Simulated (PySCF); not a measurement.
## Gd (gadolinium, neutral) across methods

[Xe] 4f7 5d2 6s1, high-spin 11F determinant (an excited configuration). Computed with PySCF 2.14 in x2c-TZVPPall (11s7p7d4f2g, 113 functions), with scalar relativity by spin-free X2C-1e.

```csv
method,E (hartree),mean ε 4f α (eV),mean ε 6s α (eV),mean ε 5d α (eV),Σ⟨r²⟩ (bohr²),⟨S²⟩
LDA,-11262.41,-8.983,-4.152,-2.392,77.16,30.002
PBE,-11270.53,-8.761,-3.967,-2.399,77.62,30.002
PBE0,-11270.47,-11.765,-4.418,-3.237,76.95,30.002
r2SCAN,-11270.84,-8.968,-4.014,-2.589,76.60,30.004
```

Estimate the same row for UHF.

E (hartree) = -11266.75998; mean ε 4f α (eV) = -20.546; mean ε 6s α (eV) = -5.442; mean ε 5d α (eV) = -5.488; Σ⟨r²⟩ (bohr²) = 78.13; ⟨S²⟩ = 30.005.

Spin-orbit coupling, absent here, splits the open shell strongly.
